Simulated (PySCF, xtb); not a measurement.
Cu₂, SMILES [Cu][Cu], multiplicity 1.

GFN2-xTB run with xtb at its own geometry gives an orbital gap of 5.67 eV and a dipole moment of 0.00 D.

Geometry: B3LYP-D3(BJ)/def2-TZVP. The multiplicity is an assumed one; other spin states were not compared.

**Question.** What does CAM-B3LYP/def2-TZVPD run with PySCF give? (Estimate from the structure and the level; the computed values follow.)

**Answer.** gap 5.40 eV (levels -6.84 and -1.44 eV), dipole 0.00 D.
